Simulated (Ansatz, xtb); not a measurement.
## Relative energy of two isomers of BrFH6Si3

Structure X is `F[Si@@H](Br)[SiH2][SiH3]`, a singlet and structure Y is `F[Si]([SiH3])([SiH3])Br`, a singlet. Both are isolated molecules in the gas phase, relaxed with B3LYP/def2-SVP, each in the lowest conformer that the search found.

Quicker runs give these differences E(Y) − E(X): GFN2-xTB +2.0 kcal/mol; HF/STO-3G −0.6 kcal/mol (at GFN2-xTB geometries); r2SCAN-D4/def2-SVP +1.2 kcal/mol (at GFN2-xTB geometries).

Q: Estimate E(Y) − E(X) at the level CCSD(T)/def2-SVP + ΔMP2/def2-TZVPP.

A: Calculated at CCSD(T)/def2-SVP + ΔMP2/def2-TZVPP: E(Y) − E(X) = +2.3 kcal/mol, so structure X lies lower.

Level by level:

```tsv
level	geometry	E(Y) − E(X) (kcal/mol)	departure from the last row (kcal/mol)	job, with rough time for the two
GFN2-xTB	GFN2-xTB	+2.0	−0.2	optimisation, 0.26 s
HF/STO-3G	GFN2-xTB	−0.6	−2.8	single point, 0.76 s
r2SCAN-D4/def2-SVP	GFN2-xTB	+1.2	−1.1	single point, 3.9 s
B3LYP/def2-SVP	B3LYP/def2-SVP	+1.7	−0.6	optimisation, 54 s
HF/def2-SVP	B3LYP/def2-SVP	+2.7	+0.4	part of the CCSD(T) run
MP2/def2-SVP	B3LYP/def2-SVP	+2.8	+0.6	part of the CCSD(T) run
CCSD(T)/def2-SVP	B3LYP/def2-SVP	+2.6	+0.4	single point
CCSD(T)/def2-SVP + ΔMP2/def2-TZVPP	B3LYP/def2-SVP	+2.3		single point, 47 s
```

As drawn, both hold the same kinds of bond in the same numbers.

HF/STO-3G puts the two in the other order. The largest departure from CCSD(T)/def2-SVP + ΔMP2/def2-TZVPP is that of HF/STO-3G, 2.8 kcal/mol. The last row adds to CCSD(T) the change of the MP2 difference between the two basis sets, here −0.4 kcal/mol.

With thermal terms from frequencies at re-optimised GFN2-xTB minima (ideal gas, soft modes damped towards free rotors, one conformer each, 298.15 K, 1 atm): the zero-point term adds −0.5 kcal/mol; ΔH is +2.2 and ΔG +1.3 kcal/mol.

The correlated steps freeze 25 core orbitals; the filled d shell of Br is correlated, in a basis made for valence electrons. Mirror images aren't counted in ΔG. Run with Ansatz 0.2.0, xtb 6.7.1; the last row on 2 threads of Intel(R) Xeon(R) Platinum 8488C (Sapphire Rapids) on a shared host.
